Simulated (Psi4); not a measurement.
Psi4 input (wB97X-D/6-31G*):

```
memory 1500 MB

molecule {
1 2
C    -2.49609100   -0.61729000    0.18884500
Si   -1.76885900    0.83931200    1.09036200
O    -0.15598100    1.00121300    0.72770200
Si    1.08601900    0.34896700   -0.05399400
Cl    0.69347400    0.27085100   -2.06922700
Cl    1.40881000   -1.57042200    0.60522300
H    -3.55744100   -0.72029700    0.42712500
H    -2.40075700   -0.49584400   -0.89167700
H    -1.99331800   -1.54348600    0.47333300
H    -1.87247400    0.67041900    2.55634000
H    -2.42874900    2.10260900    0.69501600
H     2.29807200    1.13743100    0.16410300
symmetry c1
no_reorient
no_com
}

set {
  basis 6-31G*
  reference uks
  scf_type df
  df_basis_scf def2-universal-jkfit
  dft_radial_points 99
  dft_spherical_points 590
  e_convergence 1e-8
  d_convergence 1e-7
  maxiter 150
}

e = energy('wb97x-d')
print_out(f'\nFINAL {e:.10f} DIPOLE {variable("CURRENT DIPOLE")[0]:.6f} {variable("CURRENT DIPOLE")[1]:.6f} {variable("CURRENT DIPOLE")[2]:.6f}\n')
```

From the output:

```
      65A      0.396116    66A      0.413676    67A      0.432713
      68A      0.452679    69A      0.458837    70A      0.464006
      71A      0.492714    72A      0.497764    73A      0.561232
      74A      0.580587    75A      0.595005    76A      0.613271
      77A      0.629863    78A      0.649177    79A      0.701290
      80A      0.756597    81A      0.772241    82A      0.779084
      83A      0.787531    84A      0.793180    85A      0.796039
      86A      0.801408    87A      0.804979    88A      0.829961
      89A      0.849447    90A      0.863353    91A      0.894122
      92A      0.938851    93A      0.983760    94A      1.020433
      95A      1.031208    96A      1.060119    97A      1.072588
      98A      1.101155    99A      1.175945   100A      1.225831
     101A      1.316736   102A      1.356934   103A      1.564707
     104A      1.582082   105A      1.684051   106A      1.704584
     107A      1.850491   108A      2.028658   109A      2.114103
     110A      2.119771   111A      2.298423   112A      2.560421
     113A      2.808258   114A      2.829532   115A      3.630881
     116A      4.040621   117A      4.181679   118A      4.230836

    Final Occupation by Irrep:
              A
    DOCC [    40 ]
    SOCC [     1 ]
    NA   [    41 ]
    NB   [    40 ]

  @DF-UKS Final Energy: -1615.99649205449009

   => Energetics <=

    Nuclear Repulsion Energy =            541.2132870094422969
    One-Electron Energy =               -3294.9634034480914124
    Two-Electron Energy =                1220.5333386169631922
    DFT Exchange-Correlation Energy =     -82.7737665671661205
    Empirical Dispersion Energy =          -0.0059476656382070
    VV10 Nonlocal Energy =                  0.0000000000000000
    Total Energy =                      -1615.9964920544900906

  UHF NO Occupations:
  HONO-2 :   39  A 1.9996322
  HONO-1 :   40  A 1.9977768
  HONO-0 :   41  A 1.0000000
  LUNO+0 :   42  A 0.0022232
  LUNO+1 :   43  A 0.0003678
  LUNO+2 :   44  A 0.0001740
  LUNO+3 :   45  A 0.0001297

Computation Completed

Properties will be evaluated at   0.000000,   0.000000,   0.000000 [a0]

Properties computed using the SCF density matrix

 Multipole Moments:

 ------------------------------------------------------------------------------------
     Multipole            Electronic (a.u.)      Nuclear  (a.u.)        Total (a.u.)
 ------------------------------------------------------------------------------------

 L = 1.  Multiply by 2.5417464519 to convert [e a0] to [Debye]
 Dipole X            :         -2.4954026            0.0000132           -2.4953894
 Dipole Y            :          0.5010982           -0.0000094            0.5010888
 Dipole Z            :          1.0350850            0.0000189            1.0351039
 Magnitude           :                                                    2.7476350

 ------------------------------------------------------------------------------------

FINAL -1615.9964920545 DIPOLE -2.495389 0.501089 1.035104

*** Psi4 exiting successfully. Buy a developer a beer!
```

The dipole moment of an ion depends on the origin.

The geometry given is a B3LYP-D3(BJ)/def2-TZVP minimum of the species of charge 0 and multiplicity 1, not of this state.
